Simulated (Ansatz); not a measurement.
`C=NCO` + `OBO` → `OBOCO` + `C=N`  (substitution at a C–N bond)

Computed with Ansatz on PBE0-D4/def2-TZVP structures; ΔE is electronic, products minus reactants. CBS: MP2 limit from def2 TZ/QZ plus the TZ coupled-cluster correction, frozen cores. This one scheme is used for every species. Functionals use def2-TZVPP. B3LYP here is the variant with VWN-RPA as its local correlation; programs differ in this. One conformer a species, not always the lowest.

`C=NCO`:

Z-matrix (Å, degrees):
```
C
N 1 1.442
O 1 1.397 2 110.5
H 1 1.098 2 112.9 3 -119.2
H 1 1.100 2 106.8 3 121.4
C 2 1.257 1 118.2 3 131.3
H 3 0.963 1 107.1 2 46.7
H 6 1.090 2 119.4 1 179.1
H 6 1.098 2 123.3 1 -0.9
```

`OBO`:

Cartesian coordinates in Å:
```
O 0.987 0.293 -0.369
B -0.136 -0.300 0.128
O -1.274 0.423 0.239
H 1.739 -0.299 -0.409
H -0.154 -1.447 0.474
H -1.161 1.330 -0.063
```

`OBOCO`:

```xyz
10

O     1.280    0.575    1.961
B     0.634   -0.128    0.999
O     0.419    0.504   -0.182
C    -0.343   -0.115   -1.187
O    -1.691    0.196   -1.072
H     1.416    0.065    2.761
H     0.279   -1.265    1.166
H    -0.275   -1.203   -1.115
H     0.074    0.225   -2.141
H    -1.795    1.145   -1.189
```

`C=N`:

Cartesian coordinates in Å:
```
C -0.292 -0.247 -0.076
N 0.461 0.720 -0.369
H -0.239 -0.823 0.856
H -1.061 -0.551 -0.789
H 1.132 0.900 0.378
```

**Question.** Is it downhill or uphill in electronic energy at CCSD(T)/CBS, and by how much? (An estimate is asked.)

**Answer.** Ansatz gave: Uphill: ΔE = +0.25 eV.

**Question.** What do these levels give: PBE-D4, B3LYP-D4, ωB97X-V, ωB97M-V, PBE, r2SCAN, PBE0, MP2/def2-TZVPP, SCS-MP2/def2-TZVPP, CCSD(T)/def2-TZVPP, SCS-MP2/def2-QZVPP, HF/CBS(def2)? (Best estimate.)

**Answer.** The calculation gave: PBE-D4 0.26, B3LYP-D4 0.23, ωB97X-V 0.21, ωB97M-V 0.22, PBE 0.26, r2SCAN 0.24, PBE0 0.26, MP2/def2-TZVPP 0.27, SCS-MP2/def2-TZVPP 0.24, CCSD(T)/def2-TZVPP 0.22, SCS-MP2/def2-QZVPP 0.25, HF/CBS(def2) 0.17 eV.

Largest T1 diagnostic among the species: 0.013.

In def2-TZVPP, CCSD(T) changes the Hartree–Fock value by +0.05 eV (the triples alone add +0.01 eV) and MP2 by +0.11 eV.
